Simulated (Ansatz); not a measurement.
`BCC(Cl)Br` and `CC(Cl)Br` differ in one atom or group.

Ansatz, PBE0-D4/def2-TZVP geometries, multiplicity 1. Each molecule was computed in one conformer, which needn't be the lowest.

Scalar relativity is left out up to krypton.

| property | `BCC(Cl)Br` |
| --- | --- |
| HOMO energy (ωB97M-V/def2-TZVPP) / eV | -10.39 |
| size of the dipole moment (PBE/def2-TZVPP) / D | 1.70 |
| HOMO–LUMO gap (PBE0/def2-TZVPP) / eV | 6.35 |
| HOMO–LUMO gap (B3LYP/def2-TZVPP) / eV | 5.85 |
| LUMO energy (PBE/def2-TZVPP) / eV | -2.84 |
| size of the dipole moment (B3LYP/def2-TZVPP) / D | 1.80 |

**Question.** Give the same properties after the change, and the shifts. (Best estimate.)

**Answer.** Ansatz gave: 
```csv
property,`CC(Cl)Br`,shift
HOMO energy (ωB97M-V/def2-TZVPP) / eV,-10.40,-0.01
size of the dipole moment (PBE/def2-TZVPP) / D,1.96,0.26
HOMO–LUMO gap (PBE0/def2-TZVPP) / eV,7.61,1.26
HOMO–LUMO gap (B3LYP/def2-TZVPP) / eV,7.07,1.22
LUMO energy (PBE/def2-TZVPP) / eV,-1.57,1.27
size of the dipole moment (B3LYP/def2-TZVPP) / D,2.01,0.21
```

Dipoles are sizes alone; their direction can turn.

B3LYP here is the variant with VWN-RPA as its local correlation; programs differ in this.

Spin–orbit coupling is left out; it splits and shifts lone-pair levels of the heavy atoms by tenths of an eV.
